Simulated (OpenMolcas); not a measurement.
## Mn2+: from CASSCF to CASPT2

| Item | Value |
| --- | --- |
| Program | OpenMolcas |
| Basis | ANO-RCC-VQZP [7s6p4d3f2g1h] |
| Scalar Hamiltonian | DKH2, point nucleus |
| Active space | 5 electrons in 5 orbitals (3d) |
| State averaging | 2S+1 = 6 even, 1 root; 2S+1 = 4 even, 24 roots; 2S+1 = 2 even, 75 roots |
| Spin-orbit coupling | RASSI with atomic mean-field integrals over the reference wave functions, term energies averaged over their components |

Methods on the same reference wave functions:
A. CASSCF
B. SS-CASPT2, IPEA 0.25 Eh, imaginary shift 0.1 Eh (closed shells correlated: 3s 3p)
C. MS-CASPT2, IPEA 0.25 Eh, imaginary shift 0.1 Eh (closed shells correlated: 3s 3p)

Energies in cm-1 above 3d5 6S 5/2, the measured ground level; measured values from Corliss and Sugar, J. Phys. Chem. Ref. Data 6, 1253 (1977).

| Level | A | B | C | Measured |
| --- | --- | --- | --- | --- |
| 3d5 6S 5/2 | 0.0 | 0.0 | 0.0 | 0.0 |
| 3d5 4G 5/2 | 32190 | 27270 | 27270 |  |
| 3d5 4G 7/2 | 32203 | 27290 | 27290 | 26860 |
| 3d5 4G 11/2 | 32206 | 27290 | 27290 | 26824 |
| 3d5 4G 9/2 | 32210 | 27300 | 27300 |  |
| 3d5 4P 5/2 | 37020 | 29980 | 29980 | 29168 |
| 3d5 4P 3/2 | 37057 | 30020 | 30020 |  |
| 3d5 4P 1/2 | 37101 | 30070 | 30070 |  |
| 3d5 4D 7/2 | 40017 | 32910 | 32910 | 32307 |
| 3d5 4D 1/2 | 40058 | 32950 | 32950 | 32369 |
| 3d5 4D 3/2 | 40092 | 32990 | 32990 |  |
| 3d5 4D 5/2 | 40101 | 32990 | 32990 | 32384 |
| 3d5 2I 11/2 | 45769 | 39820 | 39820 | 39174 |
| 3d5 2I 13/2 | 45801 | 39860 | 39860 | 39176 |
| 3d5 2D 5/2(1) [74 %] | 51510 | 42320 | 42320 | 41238 |
| 3d5 2D 3/2(1) | 51899 | 42660 | 42660 | 41570 |
| 3d5 2F 7/2(1) | 52860 | 43840 | 43840 | 42606 |
| 3d5 2F 5/2(1) [73 %] | 53325 | 44260 | 44260 | 43105 |
| 3d5 4F 9/2 | 53843 | 44900 | 44900 | 43573 |
| 3d5 4F 7/2 | 53871 | 44930 | 44930 | 43602 |
| 3d5 4F 5/2 | 53933 | 44980 | 44980 | 43669 |
| 3d5 4F 3/2 | 53964 | 45010 | 45010 | 43675 |
| 3d5 2H 9/2 | 56094 | 47840 | 47840 | 46516 |
| 3d5 2H 11/2 | 56220 | 48040 | 48040 | 46671 |

Deviations, from unrounded energies. A percentage is the sum of absolute deviations over the sum of measured energies, with the sign that they share, or ± where signs differ.

| Against measurement | Levels | A | B | C |
| --- | --- | --- | --- | --- |
| mean absolute deviation (cm-1) | 18 | 8700 | 970 | 970 |
| other terms of the ground configuration (%) | 18 | +22.5 | +2.5 | +2.5 |

B, C lie about equally close to measurement and A furthest from it. The largest miss of B in the table is 3d5 2H 11/2, by +1400 cm-1. The ranking rests on the paired levels alone, and a cruder setting can come out closer through cancelling errors.

Between B and C no level of the table moves by more than 5 cm-1.

The two smallest mean deviations differ by little beside CASPT2's spread within terms, so their order carries little weight.

From A to B the spin-free energies of the other terms of 3d5 shown, above 6S, scale by factors of 0.81 to 0.87, as is usual when dynamic correlation screens the repulsion within a d or f shell.

The lowest spin-free term lies below A's lowest term by 0.475 hartree in B, 0.475 hartree in C.

Term energies are means over components that CASPT2 splits; among the terms shown or strongly mixed into the levels shown the widest spread is 940 cm-1 (3d5 4F, C). Without dynamic correlation excited terms often stand tens of per cent too high (terms of higher spin than the ground term too low), and those without a measured partner can miss by more than the paired ones (holds for A). Blocks of more than 70 roots (2S+1 = 2 even) ran without multistate coupling (holds for C). Computed and measured levels are paired by configuration, term and J; levels that our copy of the source lacks, or whose pairing is in doubt (as where it misses far off the trend of its configuration), stay unpaired and out of the deviations. Levels of configurations outside the active space are missing. Levels that lie high or do not pair safely by name in every column are left out.

A share in square brackets marks a mixed level and gives the weight of the term that names it, the lowest over the columns. A number in round brackets counts repeated terms of one configuration in the order of the reference energies.
